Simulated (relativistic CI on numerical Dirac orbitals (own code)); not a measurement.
**Sr XXI: computed level list**

These numbers are calculated, not measured: Dirac-Coulomb-Breit CI, KLI orbitals optimised for each configuration, a model potential for QED, unscaled Slater integrals (own radial code, finite nucleus).

Configuration list (outside the closed core [Ne]): 3s2.3p6, 3s2.3p5.3d, 3s.3p6.3d, 3s2.3p5.4s, 3s2.3p5.4p, 3s2.3p5.4d, 3s.3p6.4s, 3s2.3p5.4f, 3p6.3d2, 3p5.3d3, 3p5.3d2.4s, 3p5.3d2.4p, 3p5.3d2.4d, 3p6.3d.4s, 3p5.3d.4s2, 3p5.3d.4s.4p, 3p5.3d.4s.4d. Double excitations out of closed p, d and f shells are left out; levels of such configurations are missing from the list, as are those of other unlisted configurations, and high levels can miss mixing partners. These lack a partner that the ground configuration has and come out too high: 3s2.3p5.4f.

| No. | Configuration | Term | J | E (eV) | % | Next component (%) | Landé g |
| --- | --- | --- | --- | --- | --- | --- | --- |
| 1 | 3s2.3p6 | 1S | 0 | 0.000 | 100 |  |  |
| 2 | 3s2.3p5.3d | 3P° | 0 | 95.405 | 100 |  |  |
| 3 | 3s2.3p5.3d | 3P° | 1 | 97.267 | 93 | 6 3D° | 1.434 |
| 4 | 3s2.3p5.3d | 3P° | 2 | 101.093 | 76 | 20 3D° | 1.407 |
| 5 | 3s2.3p5.3d | 3F° | 3 | 102.003 | 74 | 18 1F° | 1.084 |
| 6 | 3s2.3p5.3d | 3F° | 4 | 102.099 | 100 |  | 1.248 |
| 7 | 3s2.3p5.3d | 3F° | 2 | 104.840 | 47 | 33 1D° | 0.888 |
| 8 | 3s2.3p5.3d | 3D° | 3 | 109.486 | 63 | 37 1F° | 1.208 |
| 9 | 3s2.3p5.3d | 3D° | 1 | 114.124 | 90 | 6 3P° | 0.575 |
| 10 | 3s2.3p5.3d | 3F° | 2 | 115.850 | 49 | 38 1D° | 0.854 |
| 11 | 3s2.3p5.3d | 3D° | 2 | 119.618 | 53 | 28 1D° | 1.176 |
| 12 | 3s2.3p5.3d | 1F° | 3 | 120.947 | 45 | 30 3D° | 1.118 |
| 13 | 3s2.3p5.3d | 1P° | 1 | 144.594 | 96 | 3 3D° | 0.984 |
| 14 | 3s.3p6.3d | 3D | 1 | 195.865 | 100 |  | 0.497 |
| 15 | 3s.3p6.3d | 3D | 2 | 196.756 | 98 | 2 1D | 1.162 |
| 16 | 3s.3p6.3d | 3D | 3 | 198.562 | 100 |  | 1.332 |
| 17 | 3s.3p6.3d | 1D | 2 | 207.091 | 98 | 2 3D | 1.001 |
| 18 | 3p6.3d2 | 3F | 2 | 398.313 | 96 | 4 1D | 0.679 |
| 19 | 3p6.3d2 | 3F | 3 | 400.284 | 100 |  | 1.081 |
| 20 | 3p6.3d2 | 3F | 4 | 402.240 | 97 | 3 1G | 1.242 |
| 21 | 3p6.3d2 | 3P | 0 | 405.657 | 97 | 3 1S |  |
| 22 | 3p6.3d2 | 1D | 2 | 405.690 | 58 | 38 3P | 1.179 |
| 23 | 3p6.3d2 | 3P | 1 | 406.635 | 100 |  | 1.499 |
| 24 | 3p6.3d2 | 3P | 2 | 408.870 | 61 | 37 1D | 1.302 |
| 25 | 3p6.3d2 | 1G | 4 | 409.260 | 97 | 3 3F | 1.004 |
| 26 | 3p6.3d2 | 1S | 0 | 422.204 | 97 | 3 3P |  |
| 27 | 3s2.3p5.4s | 3P° | 2 | 432.447 | 100 |  | 1.499 |
| 28 | 3s2.3p5.4s | 1P° | 1 | 433.988 | 58 | 42 3P° | 1.206 |
| 29 | 3s2.3p5.4s | 3P° | 0 | 446.659 | 100 |  |  |
| 30 | 3s2.3p5.4s | 3P° | 1 | 447.590 | 58 | 42 1P° | 1.290 |

Energies count from the lowest computed level; ° marks odd parity.

The mean weight of the leading LS term, summed over parents, in these 30 levels is 84 %, and that of the leading jj configuration (from the same eigenvectors) 85 %.

At this charge energies of transitions that change n are usually good to better than 1 %, and those within a shell (Δn = 0) to a few per cent.

LS names give the leading component of a level, which can be under half, so a name can repeat, a term be missing and a line seem to break the LS rules.
